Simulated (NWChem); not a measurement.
Species: CH₆BFN₂; SMILES NB(N)CF

```xyz
11

N      0.6562    -1.7977    -0.0032
B     -0.0280    -0.5584     0.0006
N     -1.4298    -0.4350     0.0017
C      0.8123     0.7994     0.0054
F     -0.0203     1.9088    -0.0046
H      1.6628    -1.8697    -0.0043
H      0.1921    -2.6948    -0.0046
H     -2.0885    -1.1997    -0.0012
H     -1.8458     0.4861     0.0026
H      1.4800     0.8605    -0.8745
H      1.4623     0.8637     0.8983
```
Atoms are numbered in this order, from 1.

All runs: NWChem. Pople sets run with spherical d functions. All runs use the structure optimised with PBE0/def2-SVP. Level B3LYP/6-31G*: energy and gradient on several grids; changes count from the extra-fine grid, which is no exact limit either.

### Question
Which is the coarsest grid (coarse; medium; xcoarse; fine; xfine) from which on the energy stays within 50 μHa and each gradient component within 100 μHa/bohr of xfine?

### Answer
medium.
```json
[
 {"grid": "xcoarse", "size of the energy change (μHa)": "5000", "largest change of a gradient component (μHa/bohr)": "3000", "time, medium = 1 (rough)": "about 1"},
 {"grid": "coarse", "size of the energy change (μHa)": "20", "largest change of a gradient component (μHa/bohr)": "200", "time, medium = 1 (rough)": "about 1"},
 {"grid": "medium", "size of the energy change (μHa)": "< 10", "largest change of a gradient component (μHa/bohr)": "< 30", "time, medium = 1 (rough)": "about 1"},
 {"grid": "fine", "size of the energy change (μHa)": "< 10", "largest change of a gradient component (μHa/bohr)": "< 30", "time, medium = 1 (rough)": "about 1"},
 {"grid": "xfine", "size of the energy change (μHa)": "< 10", "largest change of a gradient component (μHa/bohr)": "< 30", "time, medium = 1 (rough)": "2"}
]
```
